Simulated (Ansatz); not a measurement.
Mulliken charges of `[CH3][W]([NH2])(=[O])=[O]` from B3LYP/def2-TZVPP in Ansatz (PBE0-D4/def2-TZVP geometry).

```csv
atom,x (Å),y (Å),z (Å),charge (e)
C1,-1.528,-0.299,0.173,-0.479
W2,0.305,0.452,-0.573,1.065
N3,1.733,-0.211,0.558,-0.442
O4,0.425,-0.134,-2.173,-0.417
O5,0.166,2.153,-0.503,-0.417
H6,-2.354,0.062,-0.444,0.124
H7,-1.529,-1.392,0.150,0.111
H8,-1.688,0.039,1.200,0.111
H9,2.159,0.334,1.294,0.172
H10,2.311,-1.004,0.318,0.172
```

By hand: the dipole of these point charges (1 e Å = 4.8032 D).

Σ q r = (0.164, -0.382, 0.548) e Å, of length 0.688 e Å = 3.30 D.

How does the dipole of the full density compare? (Estimate.)

Ansatz gave: (0.277, -0.491, 0.716) e Å, 4.38 D; the point charges give 0.75 times that, at 4° from its direction.

Point charges leave out the atoms' own dipoles, such as those of lone pairs, and Mulliken's split depends on the basis, so the two needn't agree.

B3LYP here is the variant with VWN-RPA as its local correlation; programs differ in this.
